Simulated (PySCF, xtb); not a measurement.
C4H10OSi, SMILES C(C(=C)[SiH2]O)C.

GFN2-xTB run with xtb at its own geometry gives an orbital gap of 4.60 eV and a dipole moment of 1.42 D.

Geometry: B3LYP-D3(BJ)/def2-SVP. The structure was generated by enumeration, and PubChem lists no compound with its InChIKey, so it may never have been made. The values are those of a single conformer.

**Question.** What does PBE/def2-TZVP (PySCF) give? (An estimate is asked for; the answer gives what the named calculation found.)

**Answer.** gap 5.24 eV (levels -6.42 and -1.18 eV), dipole 1.67 D.
